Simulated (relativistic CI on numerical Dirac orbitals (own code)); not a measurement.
d2 in a ligand field

Computed with a parametric ligand-field model of a d^n configuration (Racah B and C, spin-orbit zeta, crystal field), exact diagonalisation.

Field parameters in Wybourne normalisation: Oh B⁴₀ = 21Dq, B⁴₄ = √(5/14) B⁴₀. The field is a parameter set, without covalency.

A d2 ion in Oh symmetry has the ground term 3T1 and bands at 1T2 7118 cm⁻¹ (1405 nm), 1E 7160 cm⁻¹ (1397 nm), 1A1 16972 cm⁻¹ (589 nm), 3T2 37562 cm⁻¹ (266 nm), 3T1 44024 cm⁻¹ (227 nm), 3A2 76462 cm⁻¹ (131 nm). Which parameters reproduce them?

B = 520, C = 1930, ζ = 0 cm⁻¹, Oh, 10Dq = 38900 cm⁻¹.

Ground term and bands for B = 960, C = 4510, ζ = 0 cm⁻¹, Oh, 10Dq = 13200 cm⁻¹?

Ground term 3T1 with 0.06 electrons in the two orbitals of the cubic e set. Spin-allowed: 3T2 11746 cm⁻¹ (851 nm), 3T1 24692 cm⁻¹ (405 nm), 3A2 24946 cm⁻¹ (401 nm). Lowest spin-forbidden: 1T2 15361 cm⁻¹ (651 nm), 1E 15778 cm⁻¹ (634 nm), 1T2 29291 cm⁻¹ (341 nm).

Ground term and bands for B = 470, C = 2280, ζ = 0 cm⁻¹, Oh, 10Dq = 4200 cm⁻¹?

Ground term 3T1 with 0.08 electrons in the two orbitals of the cubic e set. Spin-allowed: 3T2 3646 cm⁻¹ (2742 nm), 3A2 7846 cm⁻¹ (1274 nm), 3T1 10143 cm⁻¹ (986 nm). Lowest spin-forbidden: 1T2 7626 cm⁻¹ (1311 nm), 1E 7915 cm⁻¹ (1263 nm), 1T2 12577 cm⁻¹ (795 nm).

Ground term and bands for B = 550, C = 2390, ζ = 0 cm⁻¹, Oh, 10Dq = 12550 cm⁻¹?

Ground term 3T1 with 0.03 electrons in the two orbitals of the cubic e set. Spin-allowed: 3T2 11502 cm⁻¹ (869 nm), 3T1 18703 cm⁻¹ (535 nm), 3A2 24052 cm⁻¹ (416 nm). Lowest spin-forbidden: 1T2 8386 cm⁻¹ (1192 nm), 1E 8535 cm⁻¹ (1172 nm), 1A1 17829 cm⁻¹ (561 nm).

Ground term and bands for B = 390, C = 2020, ζ = 0 cm⁻¹, Oh, 10Dq = 37150 cm⁻¹?

Ground term 3T1 with 0.00 electrons in the two orbitals of the cubic e set. Spin-allowed: 3T2 36114 cm⁻¹ (277 nm), 3T1 40928 cm⁻¹ (244 nm), 3A2 73264 cm⁻¹ (136 nm). Lowest spin-forbidden: 1T2 6465 cm⁻¹ (1547 nm), 1E 6490 cm⁻¹ (1541 nm), 1A1 15432 cm⁻¹ (648 nm).
